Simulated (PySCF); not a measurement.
# MnH₂, broken-symmetry Ms = 3/2: data card

Level of theory: UPBE0 in PySCF with Mn def2-TZVP, H def2-TZVP; no relativity; density-fitted integrals.

The structure is a minimum.

Coordinates in bohr (charge 0 multiplicity 4):
```
Mn    0.0000    0.0000   -0.1067
H     0.8715    0.0000    2.9416
H    -0.8715    0.0000    2.9416
```

```
Point group                                                                   : C2v
Bond lengths                                                                  : H–H 0.922 Å, Mn–H 1.678 Å (×2)
Bond angles                                                                   : H–H–Mn 74.0° (×2), H–Mn–H 31.9°
Rotational constants                                                          : 39.33, 3.332, 3.072 cm⁻¹
Zero-point energy                                                             : 26.9 kJ/mol
Highest occupied level (β)                                                    : -4.28 eV
Entropy at 298.15 K and 1 bar (electronic part: spin only)                    : 224.5 J/(mol K)
Atomisation energy without zero-point energy                                  : 278 kJ/mol
Dipole moment                                                                 : 0.36 D
Spin squared ⟨S²⟩                                                             : 4.740
Heat capacity Cp at 298.15 K                                                  : 35.7 J/(mol K)
Enthalpy at 298.15 K above 0 K                                                : 10.08 kJ/mol
Principal quadrupole moments (Buckingham, traceless) about the centre of mass : -0.82, 0.10, 0.73 D Å
Principal polarisabilities                                                    : 45.3, 60.9, 70.7 bohr³
Lowest empty level (α)                                                        : -2.19 eV
Rotational symmetry number                                                    : 2
```

Harmonic modes (masses in u: Mn 54.938, H 1.008):
```csv
symmetry,ω (cm⁻¹),IR (km/mol)
a1,894,153
b2,1483,0.4
a1,2118,661
```

In C2v the vibrations span 2a1 + b2. Here b1 is antisymmetric to the molecular plane and b2 lies in it.

Charges (e):
```
atom  Mulliken  Löwdin  polar tensor  spin (Mulliken)  Mayer order to Mn1
 Mn1     -0.05   -0.09         -0.07             3.17                   –
H2,3      0.02    0.05          0.03            -0.09                0.45
```
Other Mayer orders above 0.3: H–H 0.45.

Mulliken populations on Mn1: s 7.20, p 12.19, d 5.65, f 0.00.

Outer orbital energies (eV). α occupied: -13.26, -8.56, -8.50, -8.50, -7.72, -7.56; empty: -2.19, -0.42, 1.03, 2.79. β occupied: -13.44, -5.03, -4.28; empty: -0.47, -0.45, -0.37, -0.21.

The determinant is spin-contaminated (⟨S²⟩ = 4.74, pure value 3.75). This need not be the most stable arrangement of these atoms. With open d or f shells other occupations or spin states may lie lower. At this level a sextet minimum of D∞h symmetry lies 188 kJ/mol below this structure.

The final relaxation and frequency run took roughly 30 core-seconds on a shared host.
